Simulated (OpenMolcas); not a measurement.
A run on Ni4+ with 4 ligands (fluoride) in tetrahedral coordination (Td) at 1.58 Å. Ligand basis ANO-RCC-VDZP.

```yaml
Program: OpenMolcas
Method: "SS-CASPT2, IPEA 0.25 Eh, imaginary shift 0.1 Eh (closed shells correlated: the ligand valence shells only)"
Basis: ANO-RCC-VDZP [5s4p2d1f]
Scalar_Hamiltonian: DKH2, point nucleus
Active_space: 6 electrons in 5 orbitals (3d)
State_averaging: 2S+1 = 5 even, 5 roots; 2S+1 = 3 even, 45 roots; 2S+1 = 1 even, 50 roots
Spin-orbit_coupling: state interaction with AMFI integrals over the reference wave functions
```

First CASPT2 step and the start of its output:

```
&CASPT2
Multistate=5 1 2 3 4 5
NoMult
Frozen=13
IPEA=0.25
Imaginary=0.1
MaxIter=60
WThr=0.0 0.3 0.05
PrWF=0.5
NoMix
```

```
--- CASPT2 ---
Orbital specifications:
      -----------------------

      Symmetry species                           1
                                                 a
      Frozen orbitals                           13
      Inactive orbitals                         16
      Active orbitals                            5
      Secondary orbitals                        56
      Deleted orbitals                           0
      Number of basis functions                 90
Type of calculation                        SS-CASPT2
      Fock operator                              state-specific
      IPEA shift                                 0.25
      Real shift                                 0.00
      Imaginary shift                            0.10
      The input orbitals will be transformed to quasi-canonical
Reference energy:       -1917.0354329239
      E2 (Non-variational):      -1.2561116724
      Shift correction:          -0.0026918032
      E2 (Variational):          -1.2588034756
      Total energy:           -1918.2942363995
      Residual norm:              0.0000006092
      Reference weight:           0.70134
      Contributions to the CASPT2 correlation energy
      Active & Virtual Only:         -0.0789603225
      One Inactive Excited:          -0.2819462247
      Two Inactive Excited:          -0.8952051252
Reference energy:       -1917.0354329238
      E2 (Non-variational):      -1.2561046145
      Shift correction:          -0.0026916131
      E2 (Variational):          -1.2587962275
      Total energy:           -1918.2942291513
      Residual norm:              0.0000006054
      Reference weight:           0.70135
      Contributions to the CASPT2 correlation energy
      Active & Virtual Only:         -0.0789611861
...
```

Over all roots the printed reference weights run from 0.46 to 0.71, and roots that are degenerate in the reference spread by up to 7400 cm-1.

Problem. Did the run give usable levels, and if not, why?

Solution. No. The equations converged, but the reference weight falls to 0.46 for at least one root against 0.71 for the best. A drop of that size marks an intruder state, so the energies of such roots and the levels built on them can't be trusted.
